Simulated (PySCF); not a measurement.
Structure problem from calculated spectra and properties.

Formula: C6H8FN.

| Quantity | Value |
| --- | --- |
| 1H NMR | chemical shifts (computed TMS as zero) by class: 4.54 (1 H), 3.57 (1 H), 3.56 (1 H), 1.45 (1 H), 0.95 (1 H), 0.85 (1 H), 0.77 (2 H) ppm [GIAO PBE0/pcSseg-1] |
| NMR, other nuclei | isotropic shieldings of nuclei other than C and H, by class: 222 (1 N), 415 (1 F) ppm [GIAO PBE0/pcSseg-1] |
| Dipole | 2.38 D [PBE0/pcSseg-1] |
| 13C NMR | chemical shifts (computed TMS as zero) by class: 88.4 (1 C), 86.7 (1 C), 75.0 (1 C), 36.0 (1 C), 16.7 (1 C), 9.9 (1 C) ppm [GIAO PBE0/pcSseg-1] |
| Rotational structure | rotational constants A, B, C: 4.162, 1.004, 0.870 GHz [GFN2-xTB] |

The electronic properties come from PySCF, for the isolated species, density fitting. Levels stand in brackets. Geometry: GFN2-xTB, one conformer, isolated molecule. Each NMR value is the plain mean over a class of atoms that symmetry, rotation or inversion makes alike.

Question: What is the compound? Reason from the data.

Answer: Numbering: `[NH2:1][CH2:2][C:3]#[C:4][C@@H:5]1[CH2:6][C@@H:7]1[F:8]`. Its formula, C6H8FN, gives 3 degrees of unsaturation: 1 ring and 2 π bonds in the structure found. 6 carbons fall into 6 classes; from least to most shielded: alkyne carbon [C3] (88.4 ppm), alkyne carbon [C4] (86.7 ppm), sp3 C–F carbon [C7] (75.0 ppm), chain sp3 carbon bound to nitrogen [C2] (36.0 ppm), three-membered-ring carbon [C6] (16.7 ppm), propargylic carbon [C5] (9.9 ppm). Hydrogen classes from least to most shielded: 1 H on an sp3 C–F carbon, C7 (4.54 ppm), 1 H on an sp3 carbon bound to nitrogen, C2 (3.57 ppm), 1 H on an sp3 carbon bound to nitrogen, C2 (3.56 ppm), 1 H on a propargylic carbon, C5 (1.45 ppm), 1 H on a three-membered-ring carbon, C6 (0.95 ppm), 1 H on a three-membered-ring carbon, C6 (0.85 ppm), 2 H on a primary amine nitrogen, N1 (0.77 ppm). The other shieldings belong to: 222 ppm, primary amine nitrogen [N1]; 415 ppm, alkyl fluorine [F8]. The optimised geometry has point group C1 and is an asymmetric top. Structure: `[C@@H]1(C[C@H]1C#CCN)F`. Computed isomers that give other values at the same levels: `C/C=C(\C)[C@H](F)C#N` (13C chemical shifts (computed TMS as zero) by class: 133.7 (1 C), 130.2 (1 C), 120.3 (1 C), 84.0 (1 C), 16.4 (1 C), 14.3 (1 C) ppm); `[H]/N=C/[C@@H]1[C@@H](F)C12CC2` (13C chemical shifts (computed TMS as zero) by class: 174.8 (1 C), 82.9 (1 C), 38.1 (1 C), 21.3 (1 C), 9.2 (1 C), 6.9 (1 C) ppm); `[H]/N=C1/C(F)=CC[C@@H]1C` (13C chemical shifts (computed TMS as zero) by class: 182.4 (1 C), 171.2 (1 C), 133.0 (1 C), 39.2 (1 C), 34.6 (1 C), 22.3 (1 C) ppm). The assignments are read from this structure; whether some other isomer fits the data as well wasn't checked. The mirror image fits equally.

Conformer computed: `[NH2:1][CH2:2][C:3]#[C:4][C@@H:5]1[CH2:6][C@@H:7]1[F:8]`: H–N1–C2–C3 -59°, H–N1–C2–C3 59°.
